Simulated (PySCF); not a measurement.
Level of theory: PySCF, PBE, basis Mn def2-SVPD, Cl def2-SVPD (no relativity, density fitting). Open shells, if any, are unrestricted.

Question: What spin state, shape and geometry does isolated [MnCl3]- take (every ligand bound to Mn)?

Answer: Formally Mn is in oxidation state +2, d5, with 5 unpaired electrons (the high-spin count). The Mulliken spin on Mn is 4.91. The polar-tensor charge on Mn, 1.26, is below the formal one. The lowest minimum found is a sextet of D3h symmetry with Mn–Cl 2.309 Å (×3); Cl–Mn–Cl 120.0° (×3). Its harmonic wavenumbers are 83 (e'), 99 (a2''), 268 (a1'), 333 (e') cm⁻¹ and its dipole moment is 0.00 D about the centre of mass.

Other isomers or separated fragments may lie lower. Other spin states or occupations of the open shell can lie lower. The lowest empty level of this anion is unbound, so it and the gap depend on the basis.
